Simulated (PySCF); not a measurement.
Compound: 1,1-dimethylcyclohexane, C8H16.
Numbering: `[CH3:1][C:2]1([CH3:3])[CH2:4][CH2:5][CH2:6][CH2:7][CH2:8]1` (hydrogens: H9, H10, H11 on C1; H12, H13, H14 on C3; H15, H16 on C4; H17, H18 on C5; H19, H20 on C6; H21, H22 on C7; H23, H24 on C8)

The same species was optimised twice, with GFN2-xTB and with PBE0-D3(BJ)/def2-SVP (PySCF), and the same property calculations (PySCF, gas phase) were run on both structures.

| coordinate | GFN2-xTB | PBE0-D3(BJ)/def2-SVP | change |
| --- | --- | --- | --- |
| C1–C2 (Å) | 1.533 | 1.528 | -0.005 |
| C2–C4 (Å) | 1.536 | 1.540 | +0.004 |
| C2–C8 (Å) | 1.536 | 1.540 | +0.004 |
| C4–C5 (Å) | 1.526 | 1.525 | -0.001 |
| C2–C3 (Å) | 1.531 | 1.531 | 0.000 |
| C7–C8 (Å) | 1.526 | 1.525 | -0.001 |
| C6–C7 (Å) | 1.525 | 1.525 | 0.000 |
| C5–C6 (Å) | 1.525 | 1.525 | 0.000 |
| C5–C6–C7 (°) | 110.4 | 111.5 | +1.1 |
| C6–C7–C8 (°) | 110.6 | 111.4 | +0.8 |
| C2–C4–C5 (°) | 113.1 | 113.9 | +0.8 |
| C4–C5–C6 (°) | 110.6 | 111.4 | +0.8 |
| C2–C8–C7 (°) | 113.1 | 113.8 | +0.7 |
| C3–C2–C8 (°) | 111.0 | 110.5 | -0.5 |
| C1–C2–C3 (°) | 108.1 | 108.6 | +0.5 |
| C3–C2–C4 (°) | 111.0 | 110.6 | -0.4 |

Rotational constants: A = 3026, B = 1706, C = 1502 MHz (GFN2-xTB) against A = 3005, B = 1696, C = 1490 MHz (PBE0-D3(BJ)/def2-SVP). Point groups within 0.08 Å: Cs and Cs.

On the GFN2-xTB structure: HOMO (eV) -8.15 [PBE0/pcSseg-1]; LUMO (eV) 1.38 [PBE0/pcSseg-1]; dipole (D) 0.09 [PBE0/pcSseg-1]; GIAO shielding of C1/C3 (mean) (ppm) 156.2 [PBE0/pcSseg-1]; GIAO shielding of C2 (ppm) 155.1 [PBE0/pcSseg-1]; GIAO shielding of C4/C8 (mean) (ppm) 144.6 [PBE0/pcSseg-1]; GIAO shielding of C5/C7 (mean) (ppm) 160.9 [PBE0/pcSseg-1]; GIAO shielding of C6 (ppm) 156.5 [PBE0/pcSseg-1].

**Question.** What do these properties become on the PBE0-D3(BJ)/def2-SVP structure?

**Answer.** 
| property | level | on GFN2-xTB | on PBE0-D3(BJ)/def2-SVP | change |
| --- | --- | --- | --- | --- |
| HOMO (eV) | PBE0/pcSseg-1 | -8.15 | -8.17 | -0.02 |
| LUMO (eV) | PBE0/pcSseg-1 | 1.38 | 1.32 | -0.06 |
| dipole (D) | PBE0/pcSseg-1 | 0.09 | 0.10 | +0.01 |
| energy, GFN2-xTB geometry as zero (kcal/mol) | PBE0/pcSseg-1 | 0.0 | -0.6 | -0.6 |
| GIAO shielding of C1/C3 (mean) (ppm) | PBE0/pcSseg-1 | 156.2 | 154.2 | -2.0 |
| GIAO shielding of C2 (ppm) | PBE0/pcSseg-1 | 155.1 | 154.7 | -0.4 |
| GIAO shielding of C4/C8 (mean) (ppm) | PBE0/pcSseg-1 | 144.6 | 143.3 | -1.3 |
| GIAO shielding of C5/C7 (mean) (ppm) | PBE0/pcSseg-1 | 160.9 | 160.0 | -0.9 |
| GIAO shielding of C6 (ppm) | PBE0/pcSseg-1 | 156.5 | 155.9 | -0.6 |

The heavy atoms differ by 0.013 Å rms after alignment. Among bonds between heavy atoms C1–C2, C2–C4 and C2–C8 change most and about equally (-0.005 to +0.004 Å). Changes are differences of the printed values. Neither structure is proved a minimum here.
